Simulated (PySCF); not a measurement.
RhO: frontier orbitals

B97-3 at R = 1.692 Å; basis Rh x2c-TZVPPall, O x2c-TZVPPall; spin-free X2C with a Gaussian nucleus; PySCF 2.14. State: ⁴Σ⁻ (quartet), unpaired electrons σ ↑, π ↑↑. Only the outer orbitals are listed, counted within each symmetry.

| spin | orbital | occ. | ε (eV) | on Rh (%) | main shells (%) |
| --- | --- | --- | --- | --- | --- |
| α | 11σ | 1 | -12.01 | 38 | 56 O p, 36 Rh d |
| α | 5π | 1 | -11.59 | 42 | 57 O p, 42 Rh d |
| α | 5π | 1 | -11.59 | 42 | 57 O p, 42 Rh d |
| α | 2δ | 1 | -7.89 | 100 | 100 Rh d |
| α | 2δ | 1 | -7.89 | 100 | 100 Rh d |
| α | 6π | 1 | -7.21 | 61 | 57 Rh d, 39 O p |
| α | 6π | 1 | -7.21 | 61 | 57 Rh d, 39 O p |
| α | 12σ | 1 | -6.26 | 77 | 39 Rh s, 37 Rh d, 22 O p |
| α | 13σ | 0 | -2.12 | 89 | 44 Rh s, 28 Rh p, 16 Rh d |
| α | 7π | 0 | 0.35 | 99 | 95 Rh p |
| α | 7π | 0 | 0.35 | 99 | 95 Rh p |
| β | 10σ | 1 | -24.65 | 10 | 89 O s |
| β | 11σ | 1 | -10.46 | 35 | 58 O p, 33 Rh d |
| β | 5π | 1 | -9.14 | 44 | 56 O p, 42 Rh d |
| β | 5π | 1 | -9.14 | 44 | 56 O p, 42 Rh d |
| β | 2δ | 1 | -6.91 | 100 | 100 Rh d |
| β | 2δ | 1 | -6.90 | 100 | 100 Rh d |
| β | 12σ | 0 | -3.15 | 92 | 68 Rh s, 20 Rh d |
| β | 6π | 0 | -2.47 | 66 | 52 Rh d, 34 O p, 13 Rh p |
| β | 6π | 0 | -2.47 | 66 | 52 Rh d, 34 O p, 13 Rh p |

Q: Which are the highest filled and the lowest empty level, where do they sit, and how wide is the gap?

A: Highest filled α 12σ at -6.26 eV (in %: 39 Rh s, 37 Rh d, 22 O p); lowest empty β 12σ at -3.15 eV (in %: 68 Rh s, 20 Rh d); the gap at B97-3 is 3.11 eV.

The bond order (Mayer) is 2.06. The ⟨S²⟩ is 3.762. The charge on Rh (Mulliken, basis-dependent) is 0.41 and the charge on Rh (Löwdin, basis-dependent) is 0.17. The dipole moment (positive dipole means Rh(−)O(+)) is -3.91 D.

Spin–orbit coupling is left out. The state is the lowest single determinant that the PBE0 search found; with open d or f shells the true ground state can be another one.
